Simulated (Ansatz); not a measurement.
Basis-set extrapolation for CH₆FNSi₂ (PBE0-D4/def2-TZVP geometry, frozen core, Ansatz 0.2.0). Multiplicity 1, RHF reference.

```csv
,def2-TZVPP,def2-QZVPP
HF,-773.270384,-773.298033
MP2 correlation,-0.870528,-0.939335
CCSD(T) correlation,-0.948548,not run
```

Energies in hartree. Use E(X) = E(∞) + A·exp(−7.88·√X) for Hartree–Fock and E(X) = E(∞) + B·X^(−2.97) for correlation, with X = 3 and 4, and add CCSD(T) minus MP2 of the smaller set to the MP2 limit.

Question: What is the CCSD(T) energy at the basis-set limit?

Answer: HF limit: -773.298033 + (-0.027649) × 0.13774 = -773.30184. MP2 limit: -0.939335 + (-0.068807) × 0.74074 = -0.99030. Higher-order term: -0.948548 − (-0.870528) = -0.07802. Total: -774.37016 hartree, 94.9 kcal/mol below CCSD(T)/def2-TZVPP.
